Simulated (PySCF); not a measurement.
Species: C7H11F3O.
Z-matrix (Å and degrees, PBE0-D3(BJ)/def2-SVP geometry), rows numbered from 1:
```
F 
C   1  1.3387
F   2  1.3396  1  107.15
F   2  1.3364  1  107.32  3  -115.04
C   2  1.5042  1  111.67  3   122.65
C   5  1.5199  2  113.08  1   -58.67
C   6  1.5180  5  113.16  2   179.47
C   7  1.5328  6  115.61  5    64.41
C   8  1.5385  7  103.44  6   151.69
O   9  1.4130  8  107.03  7    -9.19
C  10  1.4004  9  108.75  8   -16.06
H   5  1.1007  2  106.92  1   178.51
H   5  1.1011  2  106.93  1    63.94
H   6  1.1037  5  109.14  2   -58.46
H   6  1.1023  5  108.93  2    57.36
H   7  1.1047  6  109.28  5   -58.87
H   8  1.0995  7  113.10  6   -86.34
H   8  1.1029  7  109.64  6    33.42
H   9  1.1021  8  112.65  7   109.47
H   9  1.1057  8  111.13  7  -129.96
H  11  1.1006  7  113.76  6    77.83
H  11  1.1121  7  109.81  6   -43.13
```

The calculation used PBE0-D3(BJ)/def2-SVP geometry optimisation, gas phase (PySCF).

Take the most abundant isotopes and a rigid rotor. The values belong to one conformer with, in the numbering `[F:1][C:2]([F:3])([F:4])[CH2:5][CH2:6][C@H:7]1[CH2:8][CH2:9][O:10][CH2:11]1`, C2–C5–C6–C7 179°, C5–C6–C7–C8 64°, C6–C7–C8–C9 152°, C7–C8–C9–O10 -9°, C8–C9–O10–C11 -16°, C9–O10–C11–C7 35°.

**Question.** What are A, B and C (MHz)?

**Answer.** Ia = 171.40, Ib = 1185.75, Ic = 1242.43 u·Å²; 505379 MHz·u·Å²/I gives A = 2948, B = 426.2, C = 406.8 MHz.

**Question.** What kind of rotor is it?

**Answer.** A near-prolate asymmetric top; Ray's κ = -0.985.

**Question.** Is it planar, by Δ = Ic − Ia − Ib?

**Answer.** Not planar: Δ = Ic − Ia − Ib = -114.72 u·Å². For a rigid frame Δ = −2 Σ m c², so Σ m c² = 57.36 u·Å² lies off the ab plane: 11.07 from hydrogen and 46.29 from heavier atoms. The atom farthest from that plane is 1.58 Å away.

**Question.** Give the other two planar moments, Paa and Pbb, and the rms extents of the mass along the axes.

**Answer.** Paa = Σ m a² = (Ib + Ic − Ia)/2 = 1128.38 and Pbb = Σ m b² = (Ia + Ic − Ib)/2 = 114.04 u·Å². With the mass M = 168.08 u, the rms extents √(P/M) along a, b and c are 2.59, 0.82, 0.58 Å.

**Question.** Give the coordinates in the principal-axis frame, origin at the centre of mass.

**Answer.** The sense of each axis is arbitrary; atoms in the order of the calculation.
| atom | mass (u) | a (Å) | b (Å) | c (Å) |
| --- | --- | --- | --- | --- |
| F1 | 18.998 | 2.666 | 1.187 | -0.356 |
| C2 | 12.000 | 2.321 | -0.061 | -0.017 |
| F3 | 18.998 | 2.438 | -0.156 | 1.314 |
| F4 | 18.998 | 3.225 | -0.884 | -0.557 |
| C5 | 12.000 | 0.930 | -0.397 | -0.480 |
| C6 | 12.000 | -0.128 | 0.537 | 0.085 |
| C7 | 12.000 | -1.531 | 0.207 | -0.391 |
| C8 | 12.000 | -2.079 | -1.153 | 0.056 |
| C9 | 12.000 | -3.601 | -0.928 | 0.102 |
| O10 | 15.995 | -3.819 | 0.457 | -0.069 |
| C11 | 12.000 | -2.613 | 1.134 | 0.152 |
| H12 | 1.008 | 0.738 | -1.441 | -0.187 |
| H13 | 1.008 | 0.941 | -0.365 | -1.580 |
| H14 | 1.008 | -0.096 | 0.496 | 1.187 |
| H15 | 1.008 | 0.123 | 1.573 | -0.197 |
| H16 | 1.008 | -1.565 | 0.262 | -1.494 |
| H17 | 1.008 | -1.796 | -1.975 | -0.618 |
| H18 | 1.008 | -1.688 | -1.400 | 1.057 |
| H19 | 1.008 | -4.133 | -1.460 | -0.703 |
| H20 | 1.008 | -4.025 | -1.272 | 1.063 |
| H21 | 1.008 | -2.658 | 2.109 | -0.357 |
| H22 | 1.008 | -2.440 | 1.322 | 1.234 |

**Question.** Where do the levels up to J = 2 lie, in K?

**Answer.** Above 0(0,0), as E/k:
J = 1: 1(0,1) 0.040, 1(1,1) 0.161, 1(1,0) 0.162
J = 2: 2(0,2) 0.120, 2(1,2) 0.240, 2(1,1) 0.243, 2(2,1) 0.606, 2(2,0) 0.606

**Question.** Which types of transition are allowed, and where do some lines up to J = 3 fall?

**Answer.** The dipole components are |μa| = 0.73 D, |μb| = 1.08 D, |μc| = 0.43 D. Intensities carry the squares of the components, which stand as 0.46 : 1.00 : 0.16 (a : b : c). Some lines, for components of 0.1 D or more:

```json
{"type": "a", "branch": "R", "J(Ka,Kc)": "1(0,1) ← 0(0,0)", "MHz": "833", "lower level (cm⁻¹)": "0.000"}
{"type": "a", "branch": "R", "J(Ka,Kc)": "2(1,2) ← 1(1,1)", "MHz": "1647", "lower level (cm⁻¹)": "0.112"}
{"type": "a", "branch": "R", "J(Ka,Kc)": "2(1,1) ← 1(1,0)", "MHz": "1685", "lower level (cm⁻¹)": "0.113"}
{"type": "c", "branch": "Q", "J(Ka,Kc)": "3(1,3) ← 3(0,3)", "MHz": "2474", "lower level (cm⁻¹)": "0.167"}
{"type": "a", "branch": "R", "J(Ka,Kc)": "3(1,2) ← 2(1,1)", "MHz": "2528", "lower level (cm⁻¹)": "0.169"}
{"type": "b", "branch": "Q", "J(Ka,Kc)": "3(1,2) ← 3(0,3)", "MHz": "2591", "lower level (cm⁻¹)": "0.167"}
{"type": "c", "branch": "R", "J(Ka,Kc)": "2(1,1) ← 1(0,1)", "MHz": "4227", "lower level (cm⁻¹)": "0.028"}
{"type": "b", "branch": "R", "J(Ka,Kc)": "3(1,3) ← 2(0,2)", "MHz": "4973", "lower level (cm⁻¹)": "0.083"}
{"type": "b", "branch": "Q", "J(Ka,Kc)": "3(2,1) ← 3(1,2)", "MHz": "7538", "lower level (cm⁻¹)": "0.253"}
{"type": "c", "branch": "Q", "J(Ka,Kc)": "2(2,1) ← 2(1,1)", "MHz": "7567", "lower level (cm⁻¹)": "0.169"}
{"type": "b", "branch": "R", "J(Ka,Kc)": "2(2,0) ← 1(1,1)", "MHz": "9272", "lower level (cm⁻¹)": "0.112"}
{"type": "b", "branch": "R", "J(Ka,Kc)": "3(2,2) ← 2(1,1)", "MHz": "10066", "lower level (cm⁻¹)": "0.169"}
{"type": "b", "branch": "Q", "J(Ka,Kc)": "3(3,0) ← 3(2,1)", "MHz": "12659", "lower level (cm⁻¹)": "0.505"}
```

**Question.** Estimate the classical rotational partition function at 25 K, 50 K and 298.15 K.

**Answer.** Point group C1, symmetry number σ = 1; q = (√π/σ)·√((kT/h)³/(ABC)), k/h = 20836.6 MHz/K: 29500 at 25 K, 83400 at 50 K, 1210000 at 298.15 K.

Not checked by PBE0-D3(BJ)/def2-SVP frequencies. Constants of a rigid frame at the computed geometry: no zero-point averaging, no centrifugal distortion.

Time: 8.4 min wall; peak memory 0.92 GiB. Hardware: an Intel Xeon at 2.50 GHz with one thread, on a shared host. This is the geometry optimisation.
